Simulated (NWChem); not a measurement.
System: C$_{3}$H$_{5}$N$_{2}$ cation; SMILES c1c[nH+]c[nH]1

NWChem input:

```
start job
memory heap 200 mb stack 900 mb global 1100 mb
charge 1
geometry units angstroms noautosym nocenter noautoz
  C     -0.681970     0.000000    -0.974087
  C      0.681970     0.000000    -0.974087
  N      1.069995     0.000000     0.343780
  C      0.000000     0.000000     1.133485
  N     -1.069995     0.000000     0.343780
  H     -1.393548     0.000000    -1.796260
  H      1.393548     0.000000    -1.796260
  H      2.031643     0.000000     0.677260
  H      0.000000     0.000000     2.222287
  H     -2.031643     0.000000     0.677260
end
basis spherical
  * library def2-svp
end
dft
  xc xpbe96 cpbe96
  iterations 150
end
cosmo
  do_cosmo_smd true
  solvent anisole
end
task dft energy
```

Output (shortened):

```
             Northwest Computational Chemistry Package (NWChem) 7.3.0
             --------------------------------------------------------

                             Geometry "geometry" -> ""
                             -------------------------

 Output coordinates in angstroms (scale by  1.889725989 to convert to a.u.)

  No.       Tag          Charge          X              Y              Z
 ---- ---------------- ---------- -------------- -------------- --------------
    1 C                    6.0000    -0.68197000     0.00000000    -0.97408700
    2 C                    6.0000     0.68197000     0.00000000    -0.97408700
    3 N                    7.0000     1.06999500     0.00000000     0.34378000
    4 C                    6.0000     0.00000000     0.00000000     1.13348500
    5 N                    7.0000    -1.06999500     0.00000000     0.34378000
    6 H                    1.0000    -1.39354800     0.00000000    -1.79626000
    7 H                    1.0000     1.39354800     0.00000000    -1.79626000
    8 H                    1.0000     2.03164300     0.00000000     0.67726000
    9 H                    1.0000     0.00000000     0.00000000     2.22228700
   10 H                    1.0000    -2.03164300     0.00000000     0.67726000

 Effective nuclear repulsion energy (a.u.)     173.2903739417

  pbe96 is a nonlocal functional; adding pw91lda local functional.

                                 NWChem DFT Module
                                 -----------------

 Summary of "ao basis" -> "ao basis" (spherical)
 ------------------------------------------------------------------------------
       Tag                 Description            Shells   Functions and Types
 ---------------- ------------------------------  ------  ---------------------
 C                          def2-svp                 6       14   3s2p1d
 N                          def2-svp                 6       14   3s2p1d
 H                          def2-svp                 3        5   2s1p

 in cosmo_initialize ...
 calling solv_data for solv:anisole

 solvent parameters
 solvname_short: anisole
 solvname_long:  anisole
 dielec:        4.2247
 dielecinf:     2.3025
 nonaqueous SMD model solvent descriptors
 dielec:        4.2247
 sola:          0.0000
 solb:          0.2900
 solc:          0.7500
 solg:         50.5200
 solh:          0.0000
 soln:          1.5174

[...]

                                COSMO-SMD solvation results
                                ---------------------------

             internal energy in gas <Psi(g)|H|Psi(g)> =      -226.160766315493
         internal energy in solvent <Psi(s)|H|Psi(s)> =      -226.160269892170
                               delta internal energy  =         0.000496423323 (    0.31 kcal/mol)
   total free energy in solvent <Psi(s)|H+V/2|Psi(s)> =      -226.240499651063
 polarization energy contribution <Psi(s)|V/2|Psi(s)> =        -0.080229758894 (  -50.34 kcal/mol)
    total free energy in solvent including G(SMD-CDS) =      -226.245160469178
                       G(SMD-CDS) energy contribution =        -0.004660818115 (   -2.92 kcal/mol)
     1 M fixed-concentration free energy of solvation =        -0.084394153686 (  -52.96 kcal/mol)

                       DFT Final Molecular Orbital Analysis
                       ------------------------------------

 Vector   16  Occ=2.000000D+00  E=-4.518217D-01
              MO Center=  1.6D-08, -4.8D-11, -9.4D-01, r^2= 2.3D+00
   Bfn.  Coefficient  Atom+Function         Bfn.  Coefficient  Atom+Function
  ----- ------------  ---------------      ----- ------------  ---------------
     4      0.384214   1 C  px               18     -0.384214   2 C  px
    71     -0.236544   6 H  s                76     -0.236544   7 H  s
    48      0.134624   4 C  pz               81      0.122571   8 H  s
    91      0.122571  10 H  s                32     -0.115186   3 N  px
    60      0.115186   5 N  px               44     -0.113591   4 C  s

 Vector   17  Occ=2.000000D+00  E=-3.634356D-01
              MO Center=  1.7D-09, -1.2D-10,  1.9D-01, r^2= 2.0D+00
   Bfn.  Coefficient  Atom+Function         Bfn.  Coefficient  Atom+Function
  ----- ------------  ---------------      ----- ------------  ---------------
    33      0.429661   3 N  py               61     -0.429661   5 N  py
    36     -0.305596   3 N  py               64      0.305596   5 N  py
     5      0.156697   1 C  py               19     -0.156697   2 C  py
     8      0.093949   1 C  py               22     -0.093949   2 C  py
    52     -0.030942   4 C  d -2

 Vector   18  Occ=2.000000D+00  E=-2.947994D-01
              MO Center= -3.8D-10, -3.6D-10, -3.8D-01, r^2= 2.2D+00
   Bfn.  Coefficient  Atom+Function         Bfn.  Coefficient  Atom+Function
  ----- ------------  ---------------      ----- ------------  ---------------
     5      0.378026   1 C  py               19      0.378026   2 C  py
    47     -0.348958   4 C  py                8      0.242446   1 C  py
    22      0.242446   2 C  py               50     -0.235044   4 C  py
    33      0.097984   3 N  py               61      0.097984   5 N  py
    36     -0.069554   3 N  py               64     -0.069554   5 N  py

 Vector   19  Occ=0.000000D+00  E=-1.009157D-01
              MO Center= -4.0D-09,  7.3D-11,  6.5D-01, r^2= 2.1D+00
   Bfn.  Coefficient  Atom+Function         Bfn.  Coefficient  Atom+Function
  ----- ------------  ---------------      ----- ------------  ---------------
    50      0.558100   4 C  py               47      0.518211   4 C  py
    36     -0.401757   3 N  py               64     -0.401757   5 N  py
    33      0.350190   3 N  py               61      0.350190   5 N  py
     5      0.140518   1 C  py               19      0.140518   2 C  py
     8      0.139578   1 C  py               22      0.139578   2 C  py

[...]
```

Level: PBE/def2-SVP, SMD on the gas-phase geometry. The geometry was optimised at PBE0/def2-SVP. Solvent: anisole.
